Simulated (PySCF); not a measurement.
Where the electron goes

Species: C10H20O3S.
Numbering: `[CH3:1][CH2:2][C:3]1([CH2:4][CH3:5])[CH2:6][C@@H:7]([O:8][CH3:9])[CH2:10][S:11](=[O:12])(=[O:13])[CH2:14]1` (hydrogens: H15, H16, H17 on C1; H18, H19 on C2; H20, H21 on C4; H22, H23, H24 on C5; H25, H26 on C6; H27 on C7; H28, H29, H30 on C9; H31, H32 on C10; H33, H34 on C14)

Geometry (PBE0-D3(BJ)/def2-SVP, Å), atoms numbered from 1 in this order:
```xyz
34
C10H20O3S angstrom
C     -2.4332   -0.2493    1.9237
C     -1.0850   -0.7221    1.4022
C     -0.7997   -0.4812   -0.0987
C     -1.6639   -1.4703   -0.9150
C     -1.6021   -1.3847   -2.4326
C      0.6868   -0.7659   -0.3868
C      1.7042    0.1921    0.2188
O      2.9721   -0.2820   -0.1502
C      4.0290    0.1898    0.6320
C      1.4996    1.6220   -0.2783
S     -0.1244    2.2298    0.1560
O     -0.2211    2.2092    1.6191
O     -0.3811    3.4667   -0.5756
C     -1.1600    0.9449   -0.5354
H     -2.5958   -0.6218    2.9459
H     -3.2792   -0.6027    1.3133
H     -2.4697    0.8485    1.9744
H     -0.9742   -1.8070    1.5717
H     -0.3085   -0.2331    2.0067
H     -1.3676   -2.4853   -0.5992
H     -2.7124   -1.3539   -0.5958
H     -0.5833   -1.5308   -2.8224
H     -2.2319   -2.1686   -2.8790
H     -1.9741   -0.4230   -2.8178
H      0.8692   -0.7719   -1.4740
H      0.9325   -1.7771   -0.0264
H      1.6129    0.2010    1.3220
H      3.8887   -0.0559    1.7024
H      4.9464   -0.2986    0.2765
H      4.1697    1.2842    0.5491
H      1.5940    1.6852   -1.3726
H      2.1883    2.3434    0.1861
H     -2.1849    1.2340   -0.2583
H     -1.0560    1.0827   -1.6211
```

The calculation used TDDFT B3LYP/def2-SVPD, vertical, gas phase, core orbitals frozen in the response in PySCF 2.14.0, density-fitted response routines.

Kohn–Sham orbitals with the atoms that hold most of them (Löwdin shares over 4%, at most four atoms; ? is withheld):

```csv
orbital,ε (eV),atoms
LUMO+2,0.51,"S11 12%, C1 8%, H20 6%, H31 6%"
LUMO+1,0.30,"C9 16%, S11 13%, H28 8%, H30 7%"
LUMO,?,"C5 10%, S11 10%, C9 5%, H34 5%"
HOMO,-7.61,?
HOMO-1,-8.07,?
HOMO-2,-8.28,"O12 41%, O13 37%, S11 5%"
HOMO-3,-8.73,"O12 32%, O13 17%, S11 6%, C2 6%"
```

**Question.** Give the leading atoms of the HOMO-1.

**Answer.** O12 (bonded to S) 19%; O8 (bonded to 2 C) 15%; O13 (bonded to S) 14%; C14 (bonded to C, S and 2 H) 10%. By element: oxygen 48%, carbon 10% or more.

**Question.** Which atoms hold the HOMO, and with what shares?

**Answer.** O8 (bonded to 2 C) 41%; O13 (bonded to S) 13%; C10 (bonded to C, S and 2 H) 9%; O12 (bonded to S) 7%. By element: oxygen 61%, carbon 9% or more.

**Question.** What is the LUMO energy, and the HOMO–LUMO gap?

**Answer.** ε(LUMO) = 0.05 eV; the gap is 7.66 eV (0.2816 hartree).

**Question.** The HOMO–LUMO gap is 7.66 eV. Where does the response calculation put the lowest singlet, and from which orbitals?

**Answer.** S1 is at 6.89 eV (f = 0.012), 0.77 eV below the gap, made of HOMO→LUMO (77%), HOMO→LUMO+1 (18%). 

**Question.** One configuration dominates each of S1, S6 and S7. Which, and how do the shares of the two leading atoms of either orbital change from the occupied to the empty one?

**Answer.** 
- S1 (6.89 eV, f 0.012), HOMO→LUMO (77%): O8 41% → at most 6%, O13 13% → at most 6%, C5 at most 8% → 10%, S11 at most 8% → 10%
- S6 (7.60 eV, f 0.0059), HOMO-2→LUMO (77%): O12 41% → at most 6%, O13 37% → at most 6%, C5 at most 4% → 10%, S11 5% → 10%
- S7 (7.64 eV, f 0.011), HOMO-1→LUMO+1 (73%): O12 19% → at most 8%, O8 15% → at most 8%, C9 at most 10% → 16%, S11 at most 10% → 13%

One conformer stands for the species.
